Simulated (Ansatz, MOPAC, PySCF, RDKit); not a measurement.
Dimer: C2H4 (SMILES C=C) (first 6 atoms) with C2H6O (SMILES COC); geometry from B3LYP-D3(BJ)/def2-TZVP, rigid monomers moved along the line of their centres of mass till H5···O8 is 4.37 Å.
(charge 0, multiplicity 1):
```xyz
15

C      0.5184    -0.5038     0.2877
C     -0.3977     0.4366     0.4691
H      0.8600    -0.7904    -0.6998
H      0.9667    -1.0288     1.1230
H     -0.7351     0.7185     1.4592
H     -0.8421     0.9575    -0.3710
C      0.5150     0.8429     6.0859
O     -0.8434     0.5631     5.8260
C     -1.1548    -0.8043     5.9820
H      1.1750     0.2974     5.3996
H      0.7865     0.5787     7.1161
H      0.6611     1.9120     5.9412
H     -0.5741    -1.4290     5.2915
H     -2.2141    -0.9246     5.7610
H     -0.9603    -1.1431     7.0078
```

| level | interaction energy (kcal/mol) |
|---|---|
| UFF | -0.28 |
| PM6 | -0.09 |
| HF/STO-3G (no counterpoise) | -0.04 |
| HF/6-31G* | -0.10 |
| r2SCAN-D3(BJ)/def2-TZVPPD | -0.28 |
| B3LYP/3-21G (no counterpoise) | -0.09 |
| B3LYP/6-31G* | -0.06 |
| B3LYP/6-31G* (no counterpoise) | -0.08 |
| B3LYP-D4/def2-TZVPPD | -0.26 |
| wB97X-V/def2-TZVPPD | -0.28 |
| wB97M-V/def2-TZVPPD | -0.29 |
| MP2/6-31G* | -0.19 |
| CCSD/aug-cc-pVDZ | -0.25 |
| CCSD(T)/aug-cc-pVDZ | -0.27 |

The rows run from -0.29 (wB97M-V/def2-TZVPPD) to -0.04 kcal/mol (HF/STO-3G (no counterpoise)).

Counterpoise-corrected where a basis set is named; no monomer relaxation. Rows marked so take none. RDKit's UFF carries no charges.

Correlated levels freeze the cores. Rows in 3-21G, 6-31G*, STO-3G carry no dispersion term and start afresh at each structure (6-31G* with six Cartesian d functions). MP2/6-31G* freezes PySCF's default core. The state that PM6 reach isn't checked.

Run with Ansatz (Gaussian basis) for Hartree–Fock, density functionals and correlated methods; MOPAC for PM6 (differences of heats of formation); PySCF for 3-21G rows, 6-31G* rows, STO-3G rows, the dispersion terms; RDKit for the force fields.

Ansatz is a first-principles code.
